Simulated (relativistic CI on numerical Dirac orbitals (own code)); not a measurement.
Yb³⁺: resonant inelastic scattering at the M4,5 edge

Computed with this model: Dirac-Coulomb-Breit CI, separate exchange-only KLI orbitals for each configuration, a model potential for QED, valence Slater integrals scaled by 0.8, Kramers-Heisenberg scattering through one core-hole configuration in a parametric crystal field; configurations [Xe] 4f13 → [Ar] 3d9 4s2 4p6 4d10 4f14 5s2 5p6; 10 K; core-hole width 0.6 eV; summed over polarisations. Incident energies are the highest absorption maxima for each field (at most a few, so the weaker spin-orbit partner edge can be absent), on the computed scale of the free ion. Intensities are in per cent of the strongest line above 0.02 eV; levels within 1 cm⁻¹ are merged; final levels count from the ground level, the first row holds all elastic scattering, lines under 0.4 are left out and each table stops after 24 rows. The scale of the Slater integrals is a model choice and moves the terms in proportion.

Field parameters in Wybourne normalisation; cubic f-shell fields have B⁴₄ = √(5/14) B⁴₀ and B⁶₄ = −√(7/2) B⁶₀. The field is a parameter set, without covalency.

S is read from ⟨S²⟩ = S(S + 1).

Oh, B40 = -1960, B60 = 830 cm⁻¹:

```
Final level (eV)  Degeneracy  Irrep     S  1522.5 eV
           0.000           2     Γ7  0.50       96.5
           0.097           2     Γ6  0.50       20.8
           0.103           4     Γ8  0.50      100.0
           1.284           2     Γ7  0.50        5.0
           1.347           4     Γ8  0.50        8.0
```

D4h, B20 = 660, B40 = -880, B44 = 1060, B60 = -140, B64 = -420 cm⁻¹:

```
Final level (eV)  Degeneracy  Irrep     S  1522.5 eV
           0.000           2     Γ7  0.50      162.2
           0.021           2     Γ6  0.50      100.0
           0.041           2     Γ7  0.50       78.9
           0.083           2     Γ6  0.50       28.2
           1.254           2     Γ7  0.50        5.8
           1.276           2     Γ6  0.50        8.5
           1.322           2     Γ7  0.50        6.5
```

For the first field the strongest loss at the lowest incident energy is the level at 0.10 eV (S = 0.50, against 0.50 in the thermal ground state).
